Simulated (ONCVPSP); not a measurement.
Which change was made? (Ar, ONCV)

```json
{
 "Element": "Ar",
 "Generator": "ONCVPSP 4.0.1",
 "Type": "optimised norm-conserving Vanderbilt (ONCV)",
 "Functional": "PBE",
 "Relativity": "scalar-relativistic",
 "Frozen core": "[Ne]",
 "Valence charge": "8",
 "Reference configuration": "3s2 3p6",
 "Partial waves": "3s: rc 1.10 bohr, ncon 4, nbas 7, qcut 6.7 1/bohr, 3 projectors, debl 1.5 Ha; 3p: rc 0.95 bohr, ncon 3, nbas 7, qcut 7.9 1/bohr, 3 projectors, debl 0.9 Ha; d scattering state at 0.36 Ha: rc 0.85 bohr, ncon 3, nbas 8, qcut 11.8 1/bohr, 2 projectors, debl 3.4 Ha",
 "Local potential": "polynomial inside 0.70 bohr (lpopt 4, dvloc0 0 Ha)",
 "Core correction": "Teter function, fcfact 3.25, rcfact 1.4"
}
```

Cutoffs, loose and tight: the cutoffs (Ha) at which the residual kinetic energy of the hardest occupied pseudo-wave falls to 1 and 0.1 mHa per electron. They do not see the model core or the augmentation charge, which bear on the density cutoff. Test errors are all-electron minus pseudo excitation energies from the reference, over the configurations 3s2 3p5; 3s2 3p4; 3s2 3p3; 3s1 3p6; variants that change the core or the reference have their own tests.

The base gives: outcome: generated; cutoff, loose: 26 Ha; cutoff, tight: 186 Ha; bound ghosts: s, p; GHOST(+) flags above zero: s, p; largest test error (meV): +19.

After one change the result is: outcome: generated; cutoff, loose: 19 Ha; cutoff, tight: 29 Ha; bound ghosts: p; GHOST(+) flags above zero: s, p; largest test error (meV): +41. Which change was it?
A. all radii but the core radius scaled by about 1.22 (s 1.34, p 1.16, d 1.04 bohr); local potential polynomial inside 0.86 bohr (lpopt 4, dvloc0 0 Ha)
B. all radii but the core radius scaled by about 1.07 (s 1.18, p 1.02, d 0.90 bohr); local potential polynomial inside 0.74 bohr (lpopt 4, dvloc0 0 Ha)
C. all radii but the core radius scaled by about 0.90 (s 1.00, p 0.86, d 0.76 bohr); local potential polynomial inside 0.64 bohr (lpopt 4, dvloc0 0 Ha)
D. all radii but the core radius scaled by about 0.78 (s 0.86, p 0.74, d 0.66 bohr); local potential polynomial inside 0.54 bohr (lpopt 4, dvloc0 0 Ha)

A. The others give: all radii but the core radius scaled by about 0.78 (s 0.86, p 0.74, d 0.66 bohr); local potential polynomial inside 0.54 bohr (lpopt 4, dvloc0 0 Ha) → outcome: failed: optimize: ERROR ps0norm > uunorm, code will stop | all radii but the core radius scaled by about 1.07 (s 1.18, p 1.02, d 0.90 bohr); local potential polynomial inside 0.74 bohr (lpopt 4, dvloc0 0 Ha) → outcome: generated; cutoff, loose: 20 Ha; cutoff, tight: 55 Ha; bound ghosts: s, p; GHOST(+) flags above zero: s, p; largest test error (meV): +31 | all radii but the core radius scaled by about 0.90 (s 1.00, p 0.86, d 0.76 bohr); local potential polynomial inside 0.64 bohr (lpopt 4, dvloc0 0 Ha) → outcome: generated; bound ghosts: s, p; GHOST(+) flags above zero: s, p; largest test error (meV): -30.
